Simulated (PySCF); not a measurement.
C3H5, SMILES C=C[CH2], multiplicity 2.

Geometry: ωB97X-D3(BJ)/def2-TZVP. The isomer is the one that the SMILES or the coordinates give; other isomers of the formula were not compared.

Computed with PySCF 2.14.0 with ωB97X-D3(BJ)/def2-TZVP.

Harmonic, unscaled wavenumbers; measured fundamentals usually lie a few per cent lower.

Computed vibrational spectrum:
```json
[
 {"mode": "1", "ν (cm⁻¹)": "432", "IR (km/mol)": "0.1", "moving atoms (share of kinetic energy)": "C 51 %, H 49 %"},
 {"mode": "2", "ν (cm⁻¹)": "536", "IR (km/mol)": "17.5", "moving atoms (share of kinetic energy)": "H 73 %, C 27 %"},
 {"mode": "3", "ν (cm⁻¹)": "561", "IR (km/mol)": "0.0", "moving atoms (share of kinetic energy)": "H 99 %"},
 {"mode": "4", "ν (cm⁻¹)": "808", "IR (km/mol)": "0.0", "moving atoms (share of kinetic energy)": "H 75 %, C 25 %"},
 {"mode": "5", "ν (cm⁻¹)": "832", "IR (km/mol)": "85.4", "moving atoms (share of kinetic energy)": "H 65 %, C 35 %"},
 {"mode": "6", "ν (cm⁻¹)": "940", "IR (km/mol)": "0.0", "moving atoms (share of kinetic energy)": "H 86 %, C 14 %"},
 {"mode": "7", "ν (cm⁻¹)": "1023", "IR (km/mol)": "19.8", "moving atoms (share of kinetic energy)": "H 85 %, C 15 %"},
 {"mode": "8", "ν (cm⁻¹)": "1048", "IR (km/mol)": "0.0", "moving atoms (share of kinetic energy)": "H 50 %, C 50 %"},
 {"mode": "9", "ν (cm⁻¹)": "1189", "IR (km/mol)": "0.4", "moving atoms (share of kinetic energy)": "C 53 %, H 47 %"},
 {"mode": "10", "ν (cm⁻¹)": "1287", "IR (km/mol)": "1.2", "moving atoms (share of kinetic energy)": "C 58 %, H 42 %"},
 {"mode": "11", "ν (cm⁻¹)": "1426", "IR (km/mol)": "6.9", "moving atoms (share of kinetic energy)": "H 75 %, C 25 %"},
 {"mode": "12", "ν (cm⁻¹)": "1517", "IR (km/mol)": "1.2", "moving atoms (share of kinetic energy)": "H 63 %, C 37 %"},
 {"mode": "13", "ν (cm⁻¹)": "1531", "IR (km/mol)": "3.5", "moving atoms (share of kinetic energy)": "H 70 %, C 30 %"},
 {"mode": "14", "ν (cm⁻¹)": "3166", "IR (km/mol)": "7.5", "moving atoms (share of kinetic energy)": "H 95 %"},
 {"mode": "15", "ν (cm⁻¹)": "3167", "IR (km/mol)": "15.2", "moving atoms (share of kinetic energy)": "H 94 %"},
 {"mode": "16", "ν (cm⁻¹)": "3175", "IR (km/mol)": "0.0", "moving atoms (share of kinetic energy)": "H 93 %"},
 {"mode": "17", "ν (cm⁻¹)": "3266", "IR (km/mol)": "4.0", "moving atoms (share of kinetic energy)": "H 89 %, C 11 %"},
 {"mode": "18", "ν (cm⁻¹)": "3269", "IR (km/mol)": "13.6", "moving atoms (share of kinetic energy)": "H 89 %, C 11 %"}
]
```
